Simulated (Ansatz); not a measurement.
Relaxation of the cluster Cu₃S₂ with UKS r2SCAN-D4/def2-SVP.

```sh
$ ansatz run in.yaml --threads 4 --pin off --events-out ev --progress --plain --max-ram 4787MiB
```

```yaml
crystal:
  periodic: [false, false, false]
  atoms:
    - {symbol: Cu, position_ang: [-1.455460, -0.838970, -0.047880]}
    - {symbol: Cu, position_ang: [0.190510, 0.873420, -0.023190]}
    - {symbol: Cu, position_ang: [2.392930, 0.028020, -0.001190]}
    - {symbol: S, position_ang: [0.789340, -1.331430, -0.041770]}
    - {symbol: S, position_ang: [-1.917320, 1.268960, 0.114020]}
basis:
  gaussian: {orbitals: def2-SVP}
magnetization: {spin_polarized: true, initial_magnetization: 1}
hamiltonian: {xc: r2scan, dispersion: d4}
scf: {lower_state_search: "off"}
output: {orbitals: {seedname: orbitals}}
relax: {f_tol: 0.02, max_steps: 100}
```

It took 1.8 min on 4 threads of Arm Neoverse V1 on a shared host.

Positions (Å) and forces (eV/Å) at steps 1, 2, 3, 4, 6, 7, 8, 9, 10, 11, 12, 13, 14, 15, 16 of 16:

```xyz
5
step=1 energy=-155567.9151 eV
Cu   -1.455   -0.839   -0.048    0.416    0.079   -0.171
Cu    0.191    0.873   -0.023    0.225   -0.213   -0.257
Cu    2.393    0.028   -0.001    0.098    0.120    0.034
S     0.789   -1.331   -0.042   -0.136   -0.311    0.142
S    -1.917    1.269    0.114   -0.604    0.324    0.252
5
step=2 energy=-155567.9631 eV
Cu   -1.436   -0.825   -0.075    0.314    0.115   -0.092
Cu    0.187    0.865   -0.061    0.060   -0.138   -0.155
Cu    2.393    0.029    0.005    0.018    0.070    0.021
S     0.796   -1.350   -0.018   -0.107   -0.181    0.079
S    -1.940    1.281    0.149   -0.285    0.134    0.147
5
step=3 energy=-155567.9871 eV
Cu   -1.390   -0.794   -0.114   -0.068   -0.081    0.031
Cu    0.177    0.850   -0.126    0.066    0.148   -0.002
Cu    2.373    0.035    0.018    0.004   -0.004    0.013
S     0.800   -1.385    0.017   -0.048   -0.007   -0.022
S    -1.961    1.294    0.206    0.046   -0.056   -0.020
5
step=4 energy=-155567.9896 eV
Cu   -1.395   -0.801   -0.107    0.016   -0.005    0.014
Cu    0.183    0.860   -0.125   -0.001    0.044   -0.020
Cu    2.375    0.034    0.020   -0.012   -0.011    0.016
S     0.795   -1.380    0.011   -0.017   -0.006   -0.011
S    -1.957    1.287    0.202    0.014   -0.022    0.002
5
step=6 energy=-155568.0129 eV
Cu   -1.335   -0.815    0.032   -0.069    0.122    0.053
Cu    0.173    0.931   -0.364   -0.008   -0.375   -0.019
Cu    2.286    0.035    0.226   -0.271   -0.095    0.036
S     0.784   -1.427   -0.154    0.269    0.322   -0.083
S    -1.908    1.277    0.260    0.080    0.026    0.014
5
step=7 energy=-155568.0362 eV
Cu   -1.301   -0.825    0.142    0.082    0.220    0.027
Cu    0.157    0.945   -0.560   -0.125   -0.662    0.209
Cu    2.207    0.044    0.398   -0.700   -0.291   -0.165
S     0.789   -1.442   -0.292    0.389    0.783    0.013
S    -1.853    1.279    0.313    0.354   -0.049   -0.084
5
step=8 energy=-155568.1116 eV
Cu   -1.308   -0.840    0.179    0.181    0.250    0.051
Cu    0.149    0.900   -0.662   -0.174   -0.578    0.309
Cu    2.149    0.058    0.487   -0.641   -0.225   -0.173
S     0.792   -1.397   -0.358    0.277    0.623   -0.031
S    -1.782    1.279    0.355    0.357   -0.071   -0.156
5
step=9 energy=-155568.2502 eV
Cu   -1.248   -0.832    0.308    0.185    0.012    0.022
Cu    0.125    0.810   -0.752   -0.068    0.081   -0.046
Cu    2.004    0.054    0.618   -0.455   -0.133   -0.103
S     0.814   -1.325   -0.522    0.164    0.045    0.102
S    -1.696    1.293    0.348    0.174   -0.005    0.025
5
step=10 energy=-155568.3620 eV
Cu   -1.195   -0.847    0.326    0.257    0.037    0.067
Cu    0.102    0.791   -0.878    0.026    0.012   -0.070
Cu    1.825    0.093    0.697   -0.524   -0.067   -0.063
S     0.823   -1.327   -0.564    0.205   -0.117   -0.042
S    -1.554    1.289    0.419    0.035    0.136    0.108
5
step=11 energy=-155568.5169 eV
Cu   -1.091   -0.831    0.384    0.236    0.055    0.058
Cu    0.082    0.787   -0.955   -0.038   -0.055   -0.078
Cu    1.641    0.083    0.751   -0.534    0.038    0.038
S     0.863   -1.352   -0.631    0.001    0.048   -0.061
S    -1.495    1.313    0.451    0.336   -0.087    0.042
5
step=12 energy=-155568.7173 eV
Cu   -1.020   -0.834    0.413    0.164   -0.094    0.076
Cu    0.057    0.765   -1.044    0.036   -0.094   -0.198
Cu    1.454    0.109    0.808   -0.670    0.101    0.024
S     0.880   -1.349   -0.676    0.108    0.012   -0.096
S    -1.370    1.308    0.499    0.362    0.076    0.193
5
step=13 energy=-155568.9795 eV
Cu   -0.996   -0.861    0.411    0.133   -0.063   -0.014
Cu    0.027    0.728   -1.131    0.004   -0.149   -0.168
Cu    1.271    0.163    0.846   -0.758    0.219    0.013
S     0.913   -1.341   -0.699    0.060    0.035   -0.062
S    -1.215    1.311    0.573    0.561   -0.042    0.232
5
step=14 energy=-155569.2318 eV
Cu   -0.970   -0.886    0.407   -0.131   -0.206   -0.164
Cu    0.013    0.696   -1.208   -0.053   -0.202   -0.085
Cu    1.083    0.219    0.878   -0.290    0.275    0.059
S     0.938   -1.339   -0.719   -0.014    0.161    0.030
S    -1.064    1.310    0.642    0.489   -0.027    0.160
5
step=15 energy=-155569.3016 eV
Cu   -1.017   -0.915    0.322    0.076    0.064    0.037
Cu   -0.046    0.630   -1.253    0.046    0.016    0.074
Cu    1.029    0.271    0.907    0.037   -0.002    0.010
S     0.971   -1.305   -0.685   -0.021   -0.100   -0.086
S    -0.937    1.319    0.709   -0.137    0.021   -0.035
5
step=16 energy=-155569.3065 eV
Cu   -1.002   -0.910    0.338   -0.006   -0.007    0.003
Cu   -0.028    0.639   -1.241    0.001    0.005   -0.008
Cu    1.030    0.271    0.902    0.009    0.002    0.007
S     0.961   -1.317   -0.700   -0.003    0.002    0.001
S    -0.960    1.318    0.700    0.000   -0.003   -0.002
```

The relaxation made no stability test and no search for a lower SCF solution. No other spin state of charge 0 was run. The structure comes from a short search, and lower isomers may exist.
